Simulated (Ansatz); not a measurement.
`C=N[SiH](O)F` + H–F → `C=N[SiH](F)F` + H₂O at 298.15 K and 1 bar (ligand exchange at the Si–O bond).

Gas-phase electronic energies from Ansatz, PBE0-D4/def2-TZVP geometries. CCSD(T)/CBS is the MP2 limit (def2-TZVPP, def2-QZVPP) plus CCSD(T) − MP2 in def2-TZVPP, frozen cores. This one scheme is used for every species. One conformer a species, not always the lowest.

```csv
species,CCSD(T)/CBS energy (Eh),H − E (kJ/mol),S (J/(mol·K))
`C=N[SiH](O)F`,-559.32434,169.5,341.2
H–F,-100.39570,33.5,173.6
`C=N[SiH](F)F`,-583.35600,138.7,323.3
H₂O,-76.37941,66.4,188.7
```

H − E and S are ideal-gas, rigid-rotor, harmonic terms from PBE0-D4/def2-TZVP, for one conformer and one mirror image of each species. 1 Eh = 2625.50 kJ/mol, R = 8.31446 J/(mol·K).

Task: By hand: ΔE, ΔH, ΔS and ΔG.

Result: ΔE = (-583.35600) + (-76.37941) − (-559.32434) − (-100.39570) = -0.01537 Eh = -40.4 kJ/mol. Δ(H − E) = 138.7 + 66.4 − 169.5 − 33.5 = 2.1, so ΔH = -38.3 kJ/mol. ΔS = 323.3 + 188.7 − 341.2 − 173.6 = -2.8 J/(mol·K). ΔG = -38.3 − 298.15 × (-2.8)/1000 = -37.5 kJ/mol.

Task: By hand: the equilibrium constant, and the temperature at which ΔG would vanish if ΔH and ΔS stayed fixed.

Result: log₁₀ K = −ΔG/(RT ln 10) = 6.6. ΔG = 0 at ΔH/ΔS = 13679 K, far beyond where these terms or the molecules hold.

The number of gas molecules stays the same, so ΔS is small and ΔH decides. A doubt of 5 kJ/mol in ΔE shifts log₁₀ K by 0.9 here. Other conformers and mirror images would add mixing entropy, several J/(mol·K) or more a flexible species. Modes under 60 cm⁻¹, often nearly free rotors, make the harmonic entropy too high. These are equilibria of isolated gas molecules and say nothing of rates. Largest T1 diagnostic: 0.013 (customary marks: 0.02 for closed shells, 0.045 for open ones).
